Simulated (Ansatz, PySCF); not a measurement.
Gas-phase reaction (SMILES): [SiH3]O[SiH2]O[SiH3] + 2 O (H2O) + [SiH4] (SiH4) → 4 O[SiH3] [hydroxysilane]; bond separation energy.

Each molecule is optimised on its own at B3LYP-D3(BJ)/def2-TZVP (Ansatz, a first-principles code), one conformer each, not searched for the lowest. Valence correlation only, unless marked. No spin-orbit coupling. No relativistic terms. Basis-set limits of correlation are two-point, X^-3; Hartree-Fock from the larger set. Thermal terms are rigid-rotor harmonic-oscillator values from B3LYP-D3(BJ) frequencies (Ansatz or PySCF) at 298.15 K and 1 atm. 1 Eh = 627.5095 kcal/mol.

```json
[
 {"species": "[SiH3]O[SiH2]O[SiH3]", "E, CCSD(T)/CBS(cc-pV(T+d)Z,cc-pV(Q+d)Z) (Ansatz) (Eh)": "-1022.55149", "E, PBE0-D4/def2-TZVPD (Ansatz + dftd4) (Eh)": "-1023.47156", "H - E (Eh)": "0.08843"},
 {"species": "O (H2O)", "E, CCSD(T)/CBS(cc-pV(T+d)Z,cc-pV(Q+d)Z) (Ansatz) (Eh)": "-76.37426", "E, PBE0-D4/def2-TZVPD (Ansatz + dftd4) (Eh)": "-76.38102", "H - E (Eh)": "0.02495"},
 {"species": "O[SiH3]", "E, CCSD(T)/CBS(cc-pV(T+d)Z,cc-pV(Q+d)Z) (Ansatz) (Eh)": "-366.68281", "E, PBE0-D4/def2-TZVPD (Ansatz + dftd4) (Eh)": "-366.99078", "H - E (Eh)": "0.04319"},
 {"species": "[SiH4] (SiH4)", "E, CCSD(T)/CBS(cc-pV(T+d)Z,cc-pV(Q+d)Z) (Ansatz) (Eh)": "-291.45815", "E, PBE0-D4/def2-TZVPD (Ansatz + dftd4) (Eh)": "-291.75741", "H - E (Eh)": "0.03520"}
]
```

**Question.** Work out ΔE and ΔH at 298.15 K at the first level, then ΔH at the second.

**Answer.** 
1. ΔE = [4×(-366.68281)] - [(-1022.55149) + 2×(-76.37426) + (-291.45815)] = 0.02692 Eh = 16.9 kcal/mol at CCSD(T)/CBS(cc-pV(T+d)Z,cc-pV(Q+d)Z).
2. The terms H - E add up to -0.00077 Eh, so ΔH = (0.02692 + (-0.00077))×627.5095 = 16.4 kcal/mol.
3. At PBE0-D4/def2-TZVPD the same steps give ΔE = 17.5 and ΔH = 17.0 kcal/mol, a shift of +0.6 from the first level.
4. These values are not checked against measurement here, since the tables used lack a sound gas-phase enthalpy of formation for at least one species.
